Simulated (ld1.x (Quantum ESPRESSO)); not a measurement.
**Tm (Z = 69): variants of one TM potential**

Base potential:

Tm, norm-conserving Troullier–Martins (Kleinman–Bylander form), made with ld1.x (Quantum ESPRESSO) 7.5 (PBE, scalar-relativistic). Core [Kr] 4d10 4f13, reference 5s2 5p6 5d0 6s1.75 6p0.25. Waves: 5p (bound): rc 1.75 bohr; 5d (bound, empty): rc 2.15 bohr; 5s (bound): rc 1.80 bohr. Local part: the s channel. Core correction: Bessel-smoothed model core inside 1.10 bohr.

Occupied shells without a wave of their own: 6p, 6s. They enter only through the test configuration that unscreens the potential, and ld1.x also counts them in the model core charge.

All-electron outer shells of the reference configuration (PBE, scalar-relativistic, ld1.x):

```tsv
shell	level (eV)	outermost node (bohr)	outermost maximum (bohr)
4d	-172.01	0.24	0.50
5s	-53.79	0.59	1.10
5p	-27.32	0.63	1.26
6s	-4.11	1.49	3.29
4f	-3.50	–	0.50
6p	-1.31	1.84	4.67
5d	-1.07	0.72	2.10
```

Cutoffs, loose and tight: the cutoffs (Ry, on a coarse ladder) from which the occupation-weighted sum of valence levels, in a spherical-Bessel basis at the reference potential, stays within 10 and 1 mRy of its value at 400 Ry. They do not see the model core or the augmentation charge, which bear on the density cutoff. Test errors are all-electron minus pseudo excitation energies from the reference, over the configurations 5s2 5p6 5d0 6s2 6p0; 5s2 5p6 5d0 6s1 6p0; 5s2 5p6 5d0 6s0 6p0; 5s2 5p6 5d0.5 6s1.5 6p0; 5s2 5p6 5d0 6s0 6p2; 5s2 5p6 5d0 6s0 6p1; 5s1 5p6 5d0 6s2 6p0. A dash means not determined; rows that change the core or the reference have their own tests. The largest error is taken over the tests solved by every variant that gives reliable tests at all: 5s1 5p6 5d0 6s2 6p0; 5s2 5p6 5d0 6s0 6p0; 5s2 5p6 5d0 6s0 6p1; 5s2 5p6 5d0 6s0 6p2; 5s2 5p6 5d0 6s1 6p0; 5s2 5p6 5d0 6s2 6p0.

With those shells counted twice in exchange and correlation these files are broken, and their errors move erratically; no question is asked of them.

Cutoffs are not given where the Bessel-basis levels miss the radial ones by over 6 mRy, ghosts where they miss by over 20 mRy; a channel whose overlap is not positive is not tested.

| change | outcome | cutoff, loose | cutoff, tight | bound ghosts | largest test error (meV) |
| --- | --- | --- | --- | --- | --- |
| base | generated, misses its reference levels by 0.52 eV | 45 Ry | 70 Ry | none | -2301 |
| wave 5s (bound): rc 1.80 bohr becomes 5s (bound): rc 1.12 bohr | generated | 90 Ry | 160 Ry | none | -862 |
| wave 5d (bound): rc 2.15 bohr becomes 5d (bound): rc 1.46 bohr | generated, misses its reference levels by 0.52 eV | 45 Ry | 70 Ry | none | -2301 |
| functional BLYP | generated, misses its reference levels by 0.54 eV | 45 Ry | 70 Ry | none | -2224 |
| wave 5p (bound): rc 1.75 bohr becomes 5p (bound): rc 1.14 bohr | generated, misses its reference levels by 0.52 eV | 100 Ry | 180 Ry | none | -2300 |
| core [Kr] 4d10 4f12, valence charge 11; reference 5s2 5p6 5d1 6s1.5 6p0; waves now 5s (bound): rc 1.65 bohr; 5d (bound): rc 2.00 bohr; 5p (bound): rc 1.45 bohr; local potential the p channel; core correction a·sin(br)/r model core inside 1.15 bohr | generated, misses its reference levels by 0.26 eV | 80 Ry | 110 Ry | none | -877 |
| all radii but the core radius scaled by about 1.25 (s 2.24, p 2.18, d 2.68 bohr) | generated, misses its reference levels by 1.52 eV | – | – | not determined | -5443 |
| reference 5s2 5p6 5d0 6s2 6p0 | generated, misses its reference levels by 0.50 eV | 45 Ry | 70 Ry | none | -2583 |
| core correction Bessel-smoothed model core inside 0.98 bohr | generated, misses its reference levels by 0.52 eV | 45 Ry | 70 Ry | none | -2302 |
| non-relativistic | generated, misses its reference levels by 0.23 eV | 50 Ry | 80 Ry | none | -1427 |
